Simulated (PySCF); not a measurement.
Steps of a relaxation of Hg2OF2

Hg2OF2 (singlet). PySCF 2.14.0, RKS PBE, Hg def2-SVP with ECP60, O def2-SVP, F def2-SVP; non-relativistic Hamiltonian with scalar-relativistic core potentials where named; density fitting; no spin-orbit coupling. Origin of the start: displaced along the imaginary mode. Columns: position (Å) and force (eV/Å). Energies are counted from the last step; some of the 13 steps are shown. Forces carry noise of the integration grid, about 0.01 to 0.03 eV/Å.

Run from Python with OMP_NUM_THREADS=2. Where DIIS fails, smearing, a level shift and second-order steps follow.
It took 67 s on 2 threads of Arm Neoverse N1 (shared host), from the converged density of the start.

```xyz
5
step 0  E = 0.466 eV
Hg    0.0061    0.0070    1.9346     0.14    0.16   -0.31
Hg    0.0061    0.0070   -1.9346     0.14    0.16    0.31
O    -0.1645   -0.1882    0.0000    -0.35   -0.41    0.00
F     0.0046    0.0053    3.8778     0.04    0.04    0.06
F     0.0046    0.0053   -3.8778     0.04    0.04   -0.06
```

```xyz
5
step 4  E = 0.128 eV
Hg   -0.0377   -0.0431    1.8175    -0.14   -0.15    0.07
Hg   -0.0377   -0.0431   -1.8175    -0.14   -0.15   -0.07
O    -0.5866   -0.6712    0.0000     0.20    0.22    0.00
F     0.2594    0.2969    3.7440     0.04    0.04   -0.55
F     0.2594    0.2969   -3.7440     0.04    0.04    0.55
```

```xyz
5
step 8  E = 0.007 eV
Hg   -0.1314   -0.1504    1.6947     0.11    0.20    0.34
Hg   -0.1314   -0.1504   -1.6947     0.11    0.20   -0.34
O    -0.8065   -0.9228    0.0000    -0.04   -0.06    0.00
F     0.4631    0.5299    3.4448    -0.09   -0.17   -0.33
F     0.4631    0.5299   -3.4448    -0.09   -0.17    0.33
```

Q: Where does the relaxation end?

A: It converges at step 12 in C2v:
```xyz
5
step 12  E = 0
Hg   -0.1328   -0.1520    1.6851
Hg   -0.1328   -0.1520   -1.6851
O    -0.8205   -0.9388    0.0000
F     0.4715    0.5395    3.4071
F     0.4715    0.5395   -3.4071
```

Q: How did the contacts change?

A: 
```csv
contact,start (Å),end (Å)
Hg1–O3 (O),1.952,1.983
Hg1–F4 (F),1.943,1.952
Hg2–F5 (F),1.943,1.952
```


No frequency check is given that shows the relaxed geometry to be a minimum, and it was reached by following one of several unstable modes of a saddle point.
